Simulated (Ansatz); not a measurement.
Ansatz (a program for electronic structure) input:

Ansatz 0.2 input:
```yaml
crystal:
  periodic: [false, false, false]
  atoms:
    - {symbol: Y, position_ang: [0.93360853, -0.44358816, 0.26407838]}
    - {symbol: O, position_ang: [1.56279703, -0.00288107, -1.54844025]}
    - {symbol: Br, position_ang: [-1.39751739, 0.49494247, 0.05967043]}
basis:
  gaussian:
    orbitals: def2-SVP
total_charge: 1
magnetization: {spin_polarized: true, initial_magnetization: 1}
correlation: {method: ccsd_t, electrons: outside_noble_gas}
```

Task: Predict the final energy.

Result: -2684.95713 Eh (CCSD(T)/def2-SVP). The basis has 77 functions.

The spin state was set by rule; other spins were not relaxed.
